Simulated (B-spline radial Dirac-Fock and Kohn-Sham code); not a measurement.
**Cu 2p1/2: cross section and angular parameters**

System: atomic copper, configuration [Ar] 3d10 4s1; threshold 952.3 eV (tabulated edge). The computed values come from an atomic code on a B-spline grid: Dirac-Hartree-Slater photoionisation with a Latter tail; cross sections with all multipoles, angular parameters from the dipole term and its interference with E2.

For linearly polarised light dσ/dΩ = σ/(4π) [1 + β P₂(cos θ) + (δ + γ cos²θ) sin θ cos φ], with θ from the polarisation vector and φ the angle between the beam and the projection of the electron momentum on the plane normal to the polarisation.

```csv
hν (eV),σ (kb),β,γ,δ
1253.6,180,1.324,-0.054,0.013
1700,?,?,?,?
1810,69.3,1.450,0.250,0.026
1970,55.0,1.448,0.322,0.029
2000,52.7,1.447,0.335,0.030
3720,8.70,1.296,0.839,0.062
4620,4.47,1.211,1.000,0.081
5160,3.16,1.164,1.076,0.092
10600,0.301,0.831,1.511,0.202
12000,0.197,0.774,1.575,0.228
```

Problem. Give the values at 1700 eV.

Solution. σ = 82.0 kb, β = 1.447, γ = 0.196, δ = 0.024.
